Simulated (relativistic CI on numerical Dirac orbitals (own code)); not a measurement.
# Ni⁴⁺ in a cubic cluster: 2p photoemission with charge transfer

Computed with a charge-transfer multiplet model of a cubic metal-ligand cluster with up to 2 ligand holes, Slater and spin-orbit integrals from Dirac-Coulomb-Breit ions, Slater integrals scaled by 0.9. The ground state mixes d6 with configurations of k ligand holes L, whose averages lie at kΔ + k(k − 1)U_dd/2; a core hole lowers each added d electron by U_cd. 300 K, Lorentzian 0.6 eV and Gaussian 0.8 eV FWHM.

Atomic integrals in eV (Slater integrals scaled, ζ unscaled), ground: F2dd 12.773, F4dd 8.015, zeta_d 0.099; with the core hole: F2dd 14.229, F4dd 8.968, zeta_d 0.136, zeta_core 11.396, F2cd 8.696, G1cd 6.813, G3cd 3.880.

Cluster parameters (eV): U_dd = 6, U_cd = 7.1, 10Dq = 0.2, 10Dq(ligand) = 0.7, V(eg) = 1.95, V(t2g) = -0.94, final-state hopping factor = 1.

```tsv
Case	n_d	d6	d7L	d8L2	S
Δ = -2.6 eV	6.81	0.29	0.61	0.10	1.99
Δ = -1.6 eV	6.68	0.39	0.54	0.07	1.99
Δ = 0.4 eV	6.43	0.60	0.38	0.03	2.00
```

Weights, n_d and S are thermal averages at 300 K. Binding energies count from the first peak over 30 % of the highest in each spectrum, which can be another peak from case to case. The parameters are a model scan and need not match a compound or its usual spin state. Peaks in eV (height, largest 100):
- Δ = -2.6 eV: 0.0 (100), 2.4 (65), 7.4 (43), 11.6 (17), 13.5 (18), 14.9 (14), 20.5 (67), 25.9 (23), 29.5 (11), 34.2 (5)
- Δ = -1.6 eV: 0.0 (100), 2.3 (64), 7.5 (44), 11.8 (18), 13.2 (21), 20.5 (64), 26.0 (24), 29.2 (12), 31.9 (7), 32.9 (7), 34.5 (6)
- Δ = 0.4 eV: 0.0 (100), 2.4 (66), 6.1 (41), 8.1 (52), 11.9 (24), 20.5 (58), 26.3 (29), 29.0 (17)

For the case Δ = 0.4 eV, Δ = 0.4 eV is smaller than U_dd = 6 eV, the charge-transfer side of the Zaanen-Sawatzky-Allen scheme. With the core hole the configuration with one ligand hole lies at Δ − U_cd = -9.7, -8.7, -6.7 eV from the one without, in the order of the table; where this is negative the screened configuration lies lower.

With at most 2 ligand holes the space is cut while the next configuration still counts, so covalency is underestimated, and a final configuration with one more ligand hole, which can lie low, is missing from the spectra.
